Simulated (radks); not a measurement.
The numbers below are computed, except where a source is named.
Task: Ba30+, configuration [Ar] 3d8. Level of theory: scalar-relativistic Kohn-Sham, PBE, spin-polarised, spherical densities, finite nucleus; open shells are filled with parallel spins first (spin-orbit coupling, left out, can overturn this in heavy ions); Fermi nuclear charge, rms radius 4.8378 fm (a radial shooting solver on a logarithmic mesh with Libxc functionals). Some entries of the table are withheld. Estimate them.

orbital,occ.,eigenvalue (hartree),<1/r> (bohr^-1)
1s up,1,-1412.780,60.70
1s down,1,-1412.778,60.70
2s up,1,-259.0041,14.00
2s down,1,-258.7865,14.01
2p up,3,-236.8578,13.31
2p down,3,-236.6920,13.32
3s up,1,-84.39438,5.234
3s down,1,-84.15120,5.225
3p up,3,-77.29714,(1)
3p down,3,-77.04800,(2)
3d up,5,-67.51554,(3)
3d down,3,-67.21196,(4)

Result: 
(1) 3p up <1/r> (bohr^-1): 4.988
(2) 3p down <1/r> (bohr^-1): 4.978
(3) 3d up <1/r> (bohr^-1): 4.753
(4) 3d down <1/r> (bohr^-1): 4.746
